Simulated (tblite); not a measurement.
Parent: `[SiH3:1][NH:2][SiH:3]1[CH:4]=[CH:5][CH:6]=[CH:7]1` with Si1–N2–Si3–C4 -172°, C4H9NSi2.

The geometries are computed with GFN2-xTB (gas phase). One conformer each, not checked by frequencies here.

```tsv
coordinate of the parent	value
Si1–N2	1.732 Å
N2–Si3	1.732 Å
Si3–C4	1.887 Å
C4=C5	1.336 Å
C5–C6	1.458 Å
C6=C7	1.337 Å
Si3–C7	1.891 Å
Si1–N2–Si3	127.8°
N2–Si3–C4	112.5°
N2–Si3–C7	117.8°
C4–Si3–C7	89.0°
Si3–C4–C5	109.1°
C4–C5–C6	116.5°
C5–C6–C7	116.4°
Si3–C7–C6	109.0°
```

Task: How does the shared frame change in `[N:1]#[C:2][CH2:3][C:4]1=[CH:5][Si@H:6]([NH:7][SiH3:8])[CH:9]=[CH:10]1` with C2–C3–C4–C5 111°, C5–Si6–N7–Si8 171°, C6H10N2Si2? Atoms pair as Si1 = Si8, N2 = N7, Si3 = Si6, C4 = C5, C5 = C4, C6 = C10, C7 = C9 (parent first).

Result: 
```
    parent    relative  value in the relative  change
    Si1–N2      Si8–N7                1.734 Å  +0.002
    N2–Si3      N7–Si6                1.729 Å  -0.003
    Si3–C4      Si6–C5                1.887 Å   0.000
     C4=C5       C5=C4                1.337 Å  +0.001
     C5–C6      C4–C10                1.464 Å  +0.006
     C6=C7      C10=C9                1.335 Å  -0.002
    Si3–C7      Si6–C9                1.892 Å  +0.001
Si1–N2–Si3  Si8–N7–Si6                 128.2°    +0.4
 N2–Si3–C4   N7–Si6–C5                 111.4°    -1.1
 N2–Si3–C7   N7–Si6–C9                 117.5°    -0.3
 C4–Si3–C7   C5–Si6–C9                  89.0°     0.0
 Si3–C4–C5   Si6–C5–C4                 109.3°    +0.2
  C4–C5–C6   C5–C4–C10                 116.2°    -0.3
  C5–C6–C7   C4–C10–C9                 116.4°     0.0
 Si3–C7–C6  Si6–C9–C10                 109.1°    +0.1
```

Of the parent's bonds, C5–C6 changes most (+0.006 Å). Bonds of the relative outside the shared frame: N1≡C2 1.143, C2–C3 1.442, C3–C4 1.509 Å. Point group C1 → C1.

Task: How does the shared frame change in `[SiH3:1][CH2:2][C:3]1=[CH:4][Si@H:5]([NH:6][SiH3:7])[CH:8]=[CH:9]1` with Si1–C2–C3–C4 99°, C4–Si5–N6–Si7 172°, C5H13NSi3? Atoms pair as Si1 = Si7, N2 = N6, Si3 = Si5, C4 = C4, C5 = C3, C6 = C9, C7 = C8 (parent first).

Result: 
| parent | relative | value in the relative | change |
| --- | --- | --- | --- |
| Si1–N2 | Si7–N6 | 1.730 Å | -0.002 |
| N2–Si3 | N6–Si5 | 1.734 Å | +0.002 |
| Si3–C4 | Si5–C4 | 1.878 Å | -0.009 |
| C4=C5 | C4=C3 | 1.342 Å | +0.006 |
| C5–C6 | C3–C9 | 1.465 Å | +0.007 |
| C6=C7 | C9=C8 | 1.335 Å | -0.002 |
| Si3–C7 | Si5–C8 | 1.891 Å | 0.000 |
| Si1–N2–Si3 | Si7–N6–Si5 | 128.1° | +0.3 |
| N2–Si3–C4 | N6–Si5–C4 | 112.6° | +0.1 |
| N2–Si3–C7 | N6–Si5–C8 | 117.2° | -0.6 |
| C4–Si3–C7 | C4–Si5–C8 | 89.0° | 0.0 |
| Si3–C4–C5 | Si5–C4–C3 | 109.9° | +0.8 |
| C4–C5–C6 | C4–C3–C9 | 115.3° | -1.2 |
| C5–C6–C7 | C3–C9–C8 | 116.9° | +0.5 |
| Si3–C7–C6 | Si5–C8–C9 | 108.8° | -0.2 |

Of the parent's bonds, Si3–C4 changes most (-0.009 Å). Bonds of the relative outside the shared frame: Si1–C2 1.910, C2–C3 1.487 Å. Point group C1 → C1.
